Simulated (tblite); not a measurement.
C₇H₄FO (doublet state).
Structure used (GFN2-xTB), in Å, numbered top down from 1:
```xyz
13
C7H4FO angstrom
O      2.5949   -1.4296    0.2027
C      2.0684   -0.3994   -0.1261
C      0.6229   -0.1307   -0.0346
C     -0.2438   -1.1056    0.4612
C     -1.6090   -0.8689    0.5546
C     -2.0535    0.3541    0.1394
C     -1.2725    1.3552   -0.3562
C      0.0913    1.0951   -0.4392
F      0.9007    2.0527   -0.9219
H      2.6546    0.4441   -0.5325
H      0.1750   -2.0516    0.7722
H     -2.2749   -1.6250    0.9381
H     -1.6585    2.3102   -0.6754
```

Level: GFN2-xTB in tblite, geometry and Hessian alike; calculated harmonic values, unscaled, isolated species. This tight-binding method is rough: wavenumbers can miss measured ones by several per cent, in bad cases by 10 to 20. One conformer, not necessarily the lowest. Open shells enter through the occupations alone, without spin polarisation, and single modes of such species can be off by tens of per cent.

Harmonic wavenumbers (cm⁻¹): 101.1, 163.0, 186.5, 234.6, 328.9, 401.2, 473.0, 474.7, 512.6, 604.0, 632.7, 775.1, 785.5, 808.5, 841.9, 899.0, 926.7, 1066.3, 1091.1, 1164.6, 1184.9, 1228.8, 1275.6, 1373.9, 1407.5, 1427.7, 1517.3, 1593.1, 1748.9, 2807.4, 3081.2, 3099.0, 3099.1.

A = 2574, B = 1642, C = 1003 MHz; mass 123.025 u (most abundant isotopes); point group Cs, symmetry number 1; spin multiplicity 2.

Q: What is the zero-point energy?

A: ½Σν̃ = 18658 cm⁻¹ = 53.34 kcal/mol.

Q: Give the ideal-gas entropy at 350 K and 1 bar in the rigid-rotor, harmonic-oscillator model (classical rotation).

A: Translation 41.16, rotation 29.20, vibration 20.47, spin (R ln 2) 1.38: S = 92.2 cal/(mol K).

Q: And Cp and H(350 K) − H(0)?

A: Cp = 33.68 cal/(mol K), of which vibrations give 25.73 (their classical limit is 33 R = 65.6); H(350 K) − H(0) = 6.97 kcal/mol without the zero-point energy, 4.19 from vibrations.

Q: Which modes carry the vibrational entropy at 350 K?

A: 101.1 cm⁻¹: 3.75; 163.0 cm⁻¹: 2.82; 186.5 cm⁻¹: 2.56; 234.6 cm⁻¹: 2.13; 328.9 cm⁻¹: 1.53; 401.2 cm⁻¹: 1.20 cal/(mol K); the other 27 give 6.47 together.

Q: What must be added to the electronic energy to get the Gibbs energy at 350 K and 1 bar?

A: ZPE + [H(350 K) − H(0)] − T·S = 53.34 + 6.97 − 32.27 = 28.04 kcal/mol.

Q: How do the functions run with temperature in this model?

A: 
| T (K) | S (cal/(mol K)) | Cp (cal/(mol K)) | H − H(0) (kcal/mol) | G − H(0) (kcal/mol) | ln q(vib) |
| --- | --- | --- | --- | --- | --- |
| 100 | 64.9 | 13.8 | 1.01 | -5.48 | 0.49 |
| 200 | 76.9 | 21.8 | 2.79 | -12.59 | 1.83 |
| 300 | 87.3 | 29.9 | 5.38 | -20.81 | 3.43 |
| 500 | 105.9 | 43.2 | 12.77 | -40.18 | 6.91 |
| 800 | 129.0 | 54.8 | 27.66 | -75.54 | 12.11 |
| 1000 | 141.8 | 59.4 | 39.11 | -102.65 | 15.36 |

q(vib) and H(0) count from the zero-point level.

Q: Blend soft modes into free rotors: weight 1/[1 + (100 cm⁻¹/ν̃)⁴] for the oscillator and the rest for a rotor with moment μB/(μ + B), μ = h/(8π²ν), B = 10⁻⁴⁴ kg m². What vibrational entropy results?

A: 20.06 cal/(mol K) in place of 20.47, which changes −T·S at 350 K by +0.14 kcal/mol.

Hindered rotation and anharmonicity are outside this model. Other conformers, if any are populated, would add a mixing term that is left out.
